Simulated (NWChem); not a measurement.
Molecule: C$_{2}$H$_{4}$F$_{2}$OSi; SMILES F[Si]1(F)CCO1

```xyz
10

F      0.0126     1.4005    -1.2843
Si    -0.0287     0.4097     0.0000
F      0.0126     1.4005     1.2843
C     -1.1804    -1.0573     0.0000
C      0.1618    -1.8464     0.0000
O      1.1619    -0.7711     0.0000
H     -1.8022    -1.2002    -0.9039
H     -1.8022    -1.2002     0.9039
H      0.2977    -2.4772     0.9036
H      0.2977    -2.4772    -0.9036
```
Atoms are numbered in this order, from 1.

All runs: NWChem. Pople sets run with spherical d functions. Geometry: optimised at PBE-D3(BJ)/def2-SVP.

For level PBE0/3-21G:

```yaml
highest occupied level (eV): -8.30
orbital gap (eV): 9.66
```

Q: How do the values read with level PBE0/6-31+G* instead?

A: The highest occupied level (eV) is -8.88 and the orbital gap (eV) is 8.79.
